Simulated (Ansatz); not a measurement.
Cartesian coordinates (Å):
```xyz
5

Y      0.0175     0.1106    -0.0446
Cl     2.2577     0.9335    -0.6806
Cl    -0.9001    -2.0041    -0.9323
O     -1.0621     1.1624     1.2532
H     -1.5782     1.6684     1.8847
```
Charge 0, multiplicity 1.

Calculation: frozen-core CCSD(T)/def2-TZVPP // r2SCAN-D4/def2-SVP run with Ansatz (a quantum-chemistry and plane-wave program).

```
Property                         Value
----------------------  --------------
HF energy               -1032.66462 Ha
MP2 correlation energy     -0.86904 Ha
```

### Question
Estimate the CCSD correlation energy, the (T) correction, the total energy and the T1 diagnostic.

### Answer

The CCSD correlation energy is -0.90183 Ha. The (T) correction is -0.03497 Ha. The CCSD(T) total energy is -1033.60143 Ha and the T1 diagnostic comes out as 0.012.
